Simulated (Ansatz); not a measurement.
C₂H₈SeSi, SMILES `C[SiH2][Se]C` at its PBE0-D4/def2-TZVP geometry, where that method's forces vanish. Charge 0, multiplicity 1.

```xyz
12

C     0.3540    1.7543   -0.1271
Si    0.0547    0.2868   -1.2437
Se   -1.4534   -1.1839   -0.3905
C    -0.3915   -1.7421    1.1572
H     0.7497    1.4360    0.8400
H     1.0807    2.4341   -0.5806
H    -0.5746    2.3015    0.0459
H     1.3425   -0.4225   -1.4851
H    -0.5236    0.7135   -2.5446
H    -0.2614   -0.9148    1.8517
H     0.5740   -2.1249    0.8315
H    -0.9511   -2.5381    1.6451
```

(1) What forces (eV/Å) does ωB97M-V/def2-TZVPP give on these atoms in the Gaussian-basis code of Ansatz? (An estimate is asked.)

Results:

(1) The calculation gave: 
```
C1  -0.001  0.010  0.012
Si2  0.065 -0.029 -0.135
Se3  0.004  0.048 -0.041
C4   0.038 -0.018  0.051
H5  -0.027  0.022 -0.063
H6  -0.055 -0.050  0.038
H7   0.065 -0.036 -0.010
H8  -0.149  0.075  0.035
H9   0.068 -0.045  0.148
H10 -0.001 -0.076 -0.049
H11 -0.073  0.030  0.042
H12  0.066  0.068 -0.028
```
